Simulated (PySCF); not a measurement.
CH₂Cl, SMILES Cl[CH2] (connectivity only; charge and spin as stated), charge +1, multiplicity 1. Geometry optimised at PBE-D3(BJ)/def2-TZVP. The multiplicity is an assumed one; other spin states were not compared. The isomer is the one that the SMILES or the coordinates give; other isomers of the formula were not compared.

TDA-CAM-B3LYP/def2-TZVPD in PySCF 2.14.0 puts the lowest singlet excitations at 3.50, 7.61, 7.70, 8.07, 9.16, 10.72 eV.

### Question
What are the lowest excitation roots from ADC(2)/aug-cc-pVDZ (PySCF)? (An estimate is asked for; the answer gives what the named calculation found.)

### Answer
3.34, 6.57, 7.90, 8.69, 9.63, 10.69 eV. S1 differs by -0.16 eV (second minus first; roots are paired by order, and the bases may differ).
